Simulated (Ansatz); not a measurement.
Mulliken charges of Cl₂H₂NNbS (`[NH2][Nb](=[S])([Cl])[Cl]`) from r2SCAN/def2-TZVPP in Ansatz (PBE0-D4/def2-TZVP geometry).

```csv
atom,x (Å),y (Å),z (Å),charge (e)
N1,-0.646,0.542,0.884,-0.529
Nb2,0.388,-0.331,-0.494,1.109
S3,1.662,-1.668,0.557,-0.355
Cl4,-1.015,-1.469,-1.895,-0.303
Cl5,1.604,1.228,-1.640,-0.303
H6,-1.346,1.242,0.664,0.180
H7,-0.585,0.388,1.879,0.200
```

By hand: the dipole of these point charges (1 e Å = 4.8032 D).

Σ q r = (-0.356, 0.313, 0.353) e Å, of length 0.591 e Å = 2.84 D.

How does the dipole of the full density compare? (Estimate.)

The calculation gave: (-0.443, 0.393, 0.383) e Å, 3.39 D; the point charges give 0.84 times that, at 4° from its direction.

Point charges leave out the atoms' own dipoles, such as those of lone pairs, and Mulliken's split depends on the basis, so the two needn't agree.
